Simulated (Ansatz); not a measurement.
```yaml
crystal:
  periodic: [false, false, false]
  atoms:
    - {symbol: O, position_ang: [-2.015748, -0.495289, 0.644945]}
    - {symbol: C, position_ang: [-0.794637, -0.541711, 0.111270]}
    - {symbol: C, position_ang: [0.139349, 0.423500, 0.123825]}
    - {symbol: B, position_ang: [1.470317, 0.151205, -0.551118]}
    - {symbol: F, position_ang: [2.428252, 1.076968, -0.565209]}
    - {symbol: H, position_ang: [-2.152065, 0.363251, 1.063253]}
    - {symbol: H, position_ang: [-0.616829, -1.500591, -0.366712]}
    - {symbol: H, position_ang: [-0.082342, 1.370462, 0.615316]}
    - {symbol: H, position_ang: [1.712303, -0.894196, -1.092569]}
basis:
  gaussian: {orbitals: cc-pVDZ}
hamiltonian: {xc: {name: CAM-B3LYP}, dispersion: d3bjatm}
accuracy: high
output: {forces: true}
```

```sh
$ ansatz run in.yaml --threads 2 --pin off --events-out ev --progress --plain --max-ram 4352MiB
```

Shortened log:

```
Functional definition: CAM-B3LYP
2082 factors; integrals over basis functions are off by at most 3.2e-9 eV
411 factors; integrals over basis functions are off by at most 2.4e-9 eV
mean field evaluation 1: about -7573.3801 eV, gradient 4.5e1 eV
mean field evaluation 2: about -7574.2647 eV, gradient 4.3e1 eV
mean field evaluation 4: about -7577.4858 eV, gradient 1.8e0 eV
mean field evaluation 8: about -7577.6648 eV, gradient 1.5e-1 eV
mean field evaluation 16: about -7577.6648 eV, gradient 8.9e-5 eV
mean field -7577.66481025 eV, -278.4740454512 hartree, gradient 2.1e-8 eV, S^2 0.000000; 0 other end points of the search recorded, 0 dependent functions left out
reference -7577.66482855 eV, -278.4740461236 hartree; 19, 19 occupied and 71, 71 virtual orbitals, 2082 factors
Total energy: -7577.77111262 eV, -278.4779519909 hartree
Atom 0 at    -2.015748    -0.495289     0.644945 Å, force    -0.172942    -0.280578    -0.045182 eV/Å
Atom 1 at    -0.794637    -0.541711     0.111270 Å, force    -0.062992     0.103325     0.070127 eV/Å
Atom 2 at     0.139349     0.423500     0.123825 Å, force     0.184898    -0.034424    -0.092470 eV/Å
Atom 3 at     1.470317     0.151205    -0.551118 Å, force    -0.217310    -0.060122     0.066422 eV/Å
Atom 4 at     2.428252     1.076968    -0.565209 Å, force     0.274833     0.244992    -0.012777 eV/Å
Atom 5 at    -2.152065     0.363251     1.063253 Å, force    -0.008431     0.242201     0.105405 eV/Å
Atom 6 at    -0.616829    -1.500591    -0.366712 Å, force     0.028802    -0.264011    -0.123219 eV/Å
Atom 7 at    -0.082342     1.370462     0.615316 Å, force    -0.055537     0.221140     0.116344 eV/Å
Atom 8 at     1.712303    -0.894196    -1.092569 Å, force     0.028678    -0.172522    -0.084650 eV/Å
Dipole moment:    -0.453591     0.032983     0.204837 e Å
```

Run time 4.5 s (2 threads of an Arm Neoverse V2 on a shared host); peak host memory 0.41 GiB.
